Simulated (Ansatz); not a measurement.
Geometry optimisation, RKS PBE-D4/STO-3G (Ansatz).

input.yaml

```yaml
crystal:
  periodic: [false, false, false]
  atoms:
    - { symbol: Al, position_ang: [-0.88, 1.3834, -1.0047] }
    - { symbol: Si, position_ang: [0.7842, 0.0985, -0.0884] }
    - { symbol: C, position_ang: [0.2394, -1.1774, 1.1156] }
    - { symbol: O, position_ang: [0.3729, -1.5787, -0.1806] }
    - { symbol: H, position_ang: [-1.2492, 1.3294, -2.5955] }
    - { symbol: H, position_ang: [-1.7728, 2.425, -0.0821] }
    - { symbol: H, position_ang: [2.2342, 0.1912, -0.4571] }
    - { symbol: H, position_ang: [-0.7265, -1.0865, 1.5091] }
    - { symbol: H, position_ang: [1.0862, -1.6313, 1.7666] }
basis:
  gaussian: { orbitals: STO-3G }
hamiltonian:
  xc: pbe
  dispersion: d4
relax:
  f_tol: 0.015
  max_steps: 40
output:
  orbitals: {}
```

Command:

```bash
$ ansatz run input.yaml --threads 1 --pin off --max-ram 2048MiB --backend cpu --events-out ev --progress --plain --runs-dir out
```

Where does it end, and by what steps?

The forces met the threshold. Limits of this set-up: minimal basis. After 16 steps the energy has fallen by 1.122 eV; H5 moved furthest, 1.45 Å.

```csv
step,energy less start (eV),largest force component (eV/Å),accepted
0,0.0000,5.310,yes
1,-0.9102,1.290,yes
2,-1.0163,0.295,yes
3,-1.0287,0.228,yes
4,-1.0331,0.130,yes
5,-1.0469,0.075,yes
6,-1.0565,0.346,yes
7,-1.0667,0.405,yes
8,-1.0800,0.418,yes
9,-1.1045,0.198,yes
10,-1.1158,0.063,yes
11,-1.1157,0.250,no
12,-1.1168,0.138,yes
13,-1.1192,0.115,yes
14,-1.1216,0.044,yes
15,-1.1222,0.016,yes
16,-1.1223,0.014,yes
```

```xyz
9
Properties=species:S:1:pos:R:3
Al -0.914 1.429 -1.107
Si 0.572 -0.146 -0.370
C 0.404 -1.019 1.245
O -0.008 -1.785 0.037
H -0.463 2.457 -2.122
H -2.327 1.436 -0.566
H 1.947 -0.218 -0.874
H -0.417 -0.779 1.959
H 1.294 -1.421 1.780
```

Run time: 32 s on 1 thread of Arm Neoverse V2, with other jobs on the host, peak memory 0.14 GiB.
